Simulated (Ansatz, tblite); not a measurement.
Removing an electron: Cu(PH3)(NH2) (CuPNH₅). Charge 0, multiplicity 1. Geometry: PBE-D4/def2-TZVP. Ansatz, gas phase; energy differences of separate SCF runs; the oxidised species was run as a doublet alone.

```xyz
8

Cu   -0.180   -0.484    0.178
P     0.422    1.522   -0.256
H     1.801    1.776   -0.502
H     0.203    2.619    0.631
H    -0.084    2.150   -1.428
N    -0.723   -2.163    0.646
H    -1.460   -2.556    0.056
H     0.022   -2.864    0.674
```

The xTB rows come from tblite.

**Question.** Estimate orbital energies and vertical ionisation energies at: GFN1-xTB; GFN2-xTB; PBE-D4/def2-TZVP; r2SCAN-D4/def2-TZVP; PBE0-D4/def2-TZVP.

**Answer.** 
| level | −HOMO (eV) | vertical IE (eV) | −LUMO (eV) | HOMO–LUMO gap (eV) |
| --- | --- | --- | --- | --- |
| GFN1-xTB | 9.10 | 12.56 | 6.64 | 2.47 |
| GFN2-xTB | 8.20 | 12.12 | 6.39 | 1.81 |
| PBE-D4/def2-TZVP | 4.18 | 7.49 | 1.38 | 2.80 |
| r2SCAN-D4/def2-TZVP | 4.34 | 7.34 | 1.16 | 3.17 |
| PBE0-D4/def2-TZVP | 5.26 | 7.33 | 0.54 | 4.71 |

Relaxing the oxidised species (PBE-D4/def2-TZVP) changes its energy by -0.38 eV at PBE-D4/def2-TZVP, so the adiabatic ionisation energy to this nearest minimum is 7.11 eV. At PBE0-D4/def2-TZVP it is 6.93 eV.   Raw xTB energy differences between charge states are shifted by several eV; the methods need an empirical correction for them.
